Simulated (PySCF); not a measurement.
This PySCF input asks for the NMR shieldings of `InChI=1S/C5H7BNPS/c7-4-6-8-5-1-2-9-3-5/h1-3H,6,8H2`; the geometry comes from GFN2-xTB.

```python
import basis_set_exchange as bse
import numpy as np
from pyscf import gto, dft
from pyscf.prop import nmr

atoms = """
N    -2.135433   -2.210020    0.686635
C    -2.218804   -1.217743    0.112975
B    -2.302067    0.135199   -0.644534
P    -0.885240    1.101056    0.220609
C     0.770390    0.414738    0.081261
C     1.096981   -0.906412    0.497374
C     2.389999   -1.217579    0.245174
S     3.238957    0.075205   -0.509521
C     1.835076    1.055871   -0.486194
H    -2.007687    0.032261   -1.794113
H    -3.316891    0.717844   -0.429196
H    -1.002268    1.259150    1.596154
H    -0.633268    2.430388   -0.097261
H     0.386178   -1.576322    0.948509
H     2.907373   -2.132410    0.454166
H     1.869104    2.047717   -0.893448
"""
names = dict.fromkeys(["N", "C", "B", "P", "S", "H"], "pcSseg-1")
basis = {el: gto.basis.parse(bse.get_basis(n, elements=[el], fmt="nwchem")) for el, n in names.items()}
mol = gto.M(atom=atoms, basis=basis, charge=0, verbose=0)
mf = dft.RKS(mol, xc="PBE0")
mf.grids.level = 2
mf.grids.alignment = dft.numint.BLKSIZE   # the property module wants whole blocks of grid points
mf.conv_tol = 1e-9
mf.kernel()

calc = nmr.RKS(mf)   # GIAO
C = mf.mo_coeff
Co = C[:, mf.mo_occ > 0]
resp = mf.gen_response(singlet=True, hermi=2)
def vind(x):   # induced exchange potential for any number of trial vectors
    d = np.einsum("pi,xij,qj->xpq", C, 2 * x.reshape(-1, C.shape[1], Co.shape[1]), Co, optimize=True)
    return np.einsum("xpq,pi,qj->xij", resp(d - d.transpose(0, 2, 1)), C, Co, optimize=True).ravel()
mo1, _ = nmr.rhf.solve_mo1(calc, with_cphf=vind)
sigma = calc.kernel(mo1)
for i, s in enumerate(sigma):   # ppm
    print("%2d %-2s %9.2f" % (i, mol.atom_pure_symbol(i), np.trace(s) / 3))
```

Q: What does it print?

A: 
```
 0 N     -69.59
 1 C      52.37
 2 B     149.23
 3 P     413.84
 4 C      64.17
 5 C      49.21
 6 C      49.05
 7 S     251.12
 8 C      46.09
 9 H      29.92
10 H      29.96
11 H      26.11
12 H      26.37
13 H      23.01
14 H      24.18
15 H      24.30
```

These numbers come from an equivalent density-fitted implementation of the same equations, which agrees with the script to about 0.01 ppm for H and up to a few tenths of a ppm for heavy atoms, so last digits may differ.

Size and cost of the density-fitted run: 202 basis functions, 81 s wall time on 1 thread of an Arm Neoverse N1, shared host; peak memory 0.9 GiB.
